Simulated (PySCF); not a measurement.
Precursor series Ta OH-NH2. Gas-phase values, no solvent. One relaxed conformer stands for each flexible species; it need not be the lowest.

The HOMO–LUMO gap from two functionals at the same geometries (BP86-D3(BJ)/def2-SVP), both in PySCF: PBE-D3(BJ)/def2-TZVP and B3LYP-D3(BJ)/def2-TZVP. B3LYP has the VWN-RPA correlation part, as in Gaussian. 

```json
[
 {"species": "0 of 5 OH replaced by NH2 ([Ta(OH)5])", "PBE-D3(BJ)/def2-TZVP (eV)": "5.08", "B3LYP-D3(BJ)/def2-TZVP (eV)": "7.08"},
 {"species": "2 of 5 OH replaced by NH2 ([Ta(OH)3(NH2)2])", "PBE-D3(BJ)/def2-TZVP (eV)": "3.91", "B3LYP-D3(BJ)/def2-TZVP (eV)": "5.74"},
 {"species": "3 of 5 OH replaced by NH2 ([Ta(OH)2(NH2)3])", "PBE-D3(BJ)/def2-TZVP (eV)": "4.11", "B3LYP-D3(BJ)/def2-TZVP (eV)": "5.89"},
 {"species": "4 of 5 OH replaced by NH2 ([Ta(OH)(NH2)4])", "PBE-D3(BJ)/def2-TZVP (eV)": "3.69", "B3LYP-D3(BJ)/def2-TZVP (eV)": "5.47"}
]
```

Over these rows, drawn at random from the members with no instability flagged (it was tested for open shells, ions and some series alone), PBE minus B3LYP-D3(BJ): mean -1.85 eV, from -1.99 eV to -1.78 eV.
